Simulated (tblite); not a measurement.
C₂F₃N, singlet, geometry from GFN2-xTB; GFN1-xTB (tblite).

Input for tblite:
```
$ tblite run mol.xyz --method gfn1 --charge 0 --spin 0 --json tblite.json --no-restart

# file mol.xyz
6

C     -0.00032390     0.00326018    -0.30776782
C      0.00123066    -0.01238705     1.16936308
F     -0.00806551     1.25382298    -0.77656620
F      1.08144338    -0.60808570    -0.79743600
F     -1.07587137    -0.62063930    -0.79529858
N      0.00242871    -0.02444580     2.30773363
```

Task: Write the output that tblite gives for this input, abridged.

Result: 
```
xTB calculator
 | screened Coulomb repulsion
 | Coulomb electrostatics
 |  * isotropic Klopman-Ohno-Mataga-Nishimoto electrostatics
 |  * onsite third-order electrostatics
 | DFT-D3(BJ) dispersion correction

halogen bonding energy    0.0000000000000E+00 Eh
repulsion energy          1.4871116235713E-01 Eh
dispersion energy        -1.3556259979900E-03 Eh
number of electrons       3.4000000000000E+01 e
integral cutoff           1.7350510997663E+01 bohr

------------------------------------------------------------
  cycle        total energy    energy error   density error
------------------------------------------------------------
      1     -22.33422075961  -2.2481576E+01   6.9589778E-01
      2     -22.73619392396  -4.0197316E-01   4.5880826E-01
      3     -22.79299229081  -5.6798367E-02   2.3021289E-01
      4     -22.79526365808  -2.2713673E-03   8.4749038E-02
      5     -22.79666824928  -1.4045912E-03   4.1630704E-03
      6     -22.79669110483  -2.2855556E-05   1.1101570E-03
      7     -22.79669303733  -1.9324931E-06   1.9251989E-04
      8     -22.79669309856  -6.1232328E-08   2.7833199E-05
      9     -22.79669309967  -1.1054837E-09   3.1085670E-06
------------------------------------------------------------

electronic energy        -2.2944048636025E+01 Eh
total energy             -2.2796693099665E+01 Eh

Post processing:
 | Mayer-Wiberg bond orders

[Info] JSON dump of results written to 'tblite.json'
```
